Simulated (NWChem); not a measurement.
The numbers come from NWChem runs, not from measurements. System: GeS, charge 0, spin multiplicity 1, at a geometry optimised with PBE0/def2-SVP. The structure started from a generated list of species. Level: MP2/def2-TZVP, 14 core orbitals frozen.

Job file:

```
start mol
memory heap 200 mb stack 900 mb global 1100 mb
geometry units angstroms nocenter noautoz
  Ge     0.000000     0.000000     0.672680
  S      0.000000     0.000000    -1.345359
  symmetry group C2v
end
basis spherical
  * library def2-tzvp
end
scf
  rhf
  nopen 0
  maxiter 100
  thresh 1e-7
  semidirect memsize 60000000 filesize 0
end
mp2
  freeze core 14
end
task mp2 energy
```

NWChem printed:

```
             Northwest Computational Chemistry Package (NWChem) 7.3.0
             --------------------------------------------------------

                                NWChem Input Module
                                -------------------

 Scaling coordinates for geometry "geometry" by  1.889725989
 (inverse scale =  0.529177249)

 Turning off AUTOSYM since
 SYMMETRY directive was detected!

                             Geometry "geometry" -> ""
                             -------------------------

 Output coordinates in angstroms (scale by  1.889725989 to convert to a.u.)

  No.       Tag          Charge          X              Y              Z
 ---- ---------------- ---------- -------------- -------------- --------------
    1 Ge                  32.0000     0.00000000     0.00000000     0.67268000
    2 S                   16.0000     0.00000000     0.00000000    -1.34535900

 Effective nuclear repulsion energy (a.u.)     134.2584318181

            Nuclear Dipole moment (a.u.)
            ----------------------------
        X                 Y               Z
 ---------------- ---------------- ----------------
     0.0000000000     0.0000000000     0.0000302356

      Symmetry information
      --------------------

 Group name             C2v
 Group number             16
 Group order               4
 No. of unique centers     2

      Symmetry unique atoms

     1    2


 Summary of "ao basis" -> "" (spherical)
 ------------------------------------------------------------------------------
       Tag                 Description            Shells   Functions and Types
 ---------------- ------------------------------  ------  ---------------------
 *                         def2-tzvp                  on all atoms

 Summary of "ao basis" -> "ao basis" (spherical)
 ------------------------------------------------------------------------------
       Tag                 Description            Shells   Functions and Types
 ---------------- ------------------------------  ------  ---------------------
 Ge                        def2-tzvp                16       48   6s5p4d1f
[...]
     1   1 0 0     -0.000000      0.000000      0.000000
     1   0 1 0     -0.000000      0.000000      0.000000
     1   0 0 1      1.113480      0.000000      0.000030

     2   2 0 0    -22.043294      0.000000      0.000000
     2   1 1 0      0.000000      0.000000      0.000000
     2   1 0 1     -0.000000      0.000000      0.000000
     2   0 2 0    -22.043294      0.000000      0.000000
     2   0 1 1      0.000000      0.000000      0.000000
     2   0 0 2    -24.565959      0.000000    155.126325

                   NWChem MP2 Semi-direct Energy/Gradient Module
                   ---------------------------------------------

  Basis functions       =     85
  Molecular orbitals    =     85
  Frozen core           =     14
  Frozen virtuals       =      0
  Active alpha occupied =     10
  Active beta occupied  =     10
  Active alpha virtual  =     61
  Active beta virtual   =     61
  Use MO symmetry       = T
  Use skeleton AO sym   = T

  AO/Fock/Back tols     =   1.0D-09  1.0D-09  1.0D-09

 GA uses MA = F    GA memory limited = T

 Available:
  local mem=  1.26D+08
 global mem=  1.44D+08
 local disk=  0.00D+00
  mp2_memr nvloc                    61
  nvloc new                    61
   1 passes of  10:        4194304                      45226                   7456020.
   1 passes of  10: M    126144140           G      144164750           F     121949836.

 Semi-direct pass number   1 of   1  for RHF alpha+beta  at        2.0s
  vrange nnbf                  3589
  mp2_eaftype                    28  avail_ma_in_mb                  1099
 EAF : mp2_eaftype filesize          28    3728010.
  mp2_eaf for mointskh                     28
Node 0 wrote     17.5 Mb in      0.0 s     Agg I/O rate:  2073.1 Mb/s
 Done moints_semi at        6.0s
  mp2_eaftype                    28  avail_ma_in_mb                  1071
 EAF : mp2_eaftype filesize          28    3728010.
  mp2_eaf for kh                    28
 Done maket at        6.1s
 Done multipass loop at        6.1s

          -------------------------------------------
          SCF energy               -2472.942571315361
          Correlation energy          -0.387545913669
          Singlet pairs               -0.220001728077
          Triplet pairs               -0.167544185592
          Total MP2 energy         -2473.330117229030
          -------------------------------------------

          ---------------------------------------------------
                    Spin Component Scaled (SCS) MP2
          Same spin pairs                     -0.111696123728
          Same spin scaling factor             0.333333333333
          Opposite spin pairs                 -0.275849789941
          Opposite spin scaling fact.          1.200000000000
          SCS-MP2 correlation energy          -0.368251789172
          Total SCS-MP2 energy             -2473.310823104533
          ---------------------------------------------------

 -----------------------
 Performance information
 -----------------------

 Timer overhead =  2.00D-07 seconds/call

               Nr. of calls         CPU time (s)                 Wall time (s)                GFlops
             ---------------    -------------------     ------------------------------   -------------------
Name         Min   Avg   Max    Min     Avg     Max     Min     Avg     Max   Mx/calls   Min     Max     Sum
mp2: moin     1     1     1    4.0     4.0     4.0      4.0     4.0     4.0     4.0      0.0     0.0     0.0
mp2: make     1     1     1   7.79E-2 7.79E-2 7.79E-2  7.79E-2 7.79E-2 7.79E-2 7.79E-2   0.0     0.0     0.0
mp2: tota     1     1     1    4.2     4.2     4.2      4.2     4.2     4.2     4.2      0.0     0.0     0.0

 The average no. of pstat calls per process was 3.00D+00
 with a timing overhead of 6.01D-07s

 Task  times  cpu:        6.0s     wall:        6.0s

 Total times  cpu:        6.1s     wall:        6.1s
```
